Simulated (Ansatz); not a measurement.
Reaction (formal exchange of groups at a Ge–Si bond): `[SiH3][SiH2][GeH2][SiH3]` + SiH₄ → `[SiH3][GeH2][SiH3]` + disilane

Calculated with Ansatz (gas phase, PBE0-D4/def2-TZVP geometries, no zero-point term in ΔE). CCSD(T)/CBS adds triple-zeta CCSD(T) − MP2 to the extrapolated MP2 energy (def2 sets, frozen cores). This one scheme is used for every species. DFT in def2-TZVPP. For Ge outer-core shells are correlated without core-valence functions, which leaves a few kJ/mol of doubt a bond. Scalar relativity is left out up to krypton. Each species was taken in one conformer, which may not be the lowest.

`[SiH3][SiH2][GeH2][SiH3]`:

Cartesian coordinates in Å:
```
Si 1.873 0.186 1.480
Si 1.082 -1.222 -0.209
Ge -0.517 -0.055 -1.533
Si -2.290 0.752 -0.168
H 0.742 0.593 2.357
H 2.906 -0.485 2.313
H 2.465 1.410 0.876
H 2.212 -1.692 -1.058
H 0.429 -2.415 0.399
H -1.077 -0.975 -2.635
H 0.176 1.135 -2.226
H -2.922 -0.382 0.557
H -3.327 1.438 -0.984
H -1.751 1.713 0.830
```

SiH₄:

```xyz
5

Si    0.000    0.000    0.000
H     1.021    1.063    0.175
H     0.130   -0.592   -1.355
H    -1.356    0.585    0.156
H     0.204   -1.056    1.023
```

`[SiH3][GeH2][SiH3]`:

Z-matrix (Å, degrees):
```
Si
Ge 1 2.379
H 1 1.487 2 109.7
H 1 1.487 2 109.7 3 119.3
H 1 1.487 2 111.0 3 -120.4
Si 2 2.379 1 111.0 3 -60.0
H 2 1.541 1 109.6 3 178.9
H 2 1.541 1 109.6 3 61.1
H 6 1.487 2 109.7 1 59.5
H 6 1.487 2 111.0 1 179.8
H 6 1.487 2 109.7 1 -59.8
```

`[SiH3][SiH3]`:

Cartesian coordinates in Å:
```
Si -0.732 -0.876 -0.253
Si 0.732 0.876 0.253
H -1.335 -0.673 -1.597
H -0.003 -2.173 -0.250
H -1.825 -0.942 0.754
H 0.004 2.174 0.246
H 1.827 0.940 -0.752
H 1.332 0.675 1.599
```

Is it downhill or uphill in electronic energy at CCSD(T)/CBS, and by how much? (Best estimate.)

Computed: Uphill: ΔE = +1.9 kcal/mol.

What do these levels give: PBE-D4, r2SCAN0-D4, BHLYP-D4, CAM-B3LYP-D4, B2PLYP, PBE-QIDH, revPBE, PBE0, RPA@PBE/def2-TZVPP, MP2/def2-SVP, CCSD/def2-TZVPP, HF/def2-QZVPP? (Best estimate.)

Computed: PBE-D4 1.7, r2SCAN0-D4 1.6, BHLYP-D4 2.0, CAM-B3LYP-D4 1.5, B2PLYP 1.2, PBE-QIDH 1.6, revPBE 0.5, PBE0 0.9, RPA@PBE/def2-TZVPP 2.0, MP2/def2-SVP 2.6, CCSD/def2-TZVPP 1.6, HF/def2-QZVPP 0.3 kcal/mol.

Largest T1 diagnostic among the species: 0.013.

In def2-TZVPP, CCSD(T) changes the Hartree–Fock value by +1.6 kcal/mol (the triples alone add +0.4 kcal/mol) and MP2 by +2.1 kcal/mol. Leaving LDA and LC-ωPBE aside and taking each functional with its dispersion term where it has one, the values spread over 0.8 kcal/mol, from B2PLYP to BHLYP-D4. The D4 term adds +1.5 kcal/mol with B3LYP and +0.9 kcal/mol with PBE0; it sums over pairs of atoms, weighted by their polarisabilities, and B3LYP, whose exchange is more repulsive, gets the larger term.

B3LYP here is the variant with VWN-RPA as its local correlation; programs differ in this.
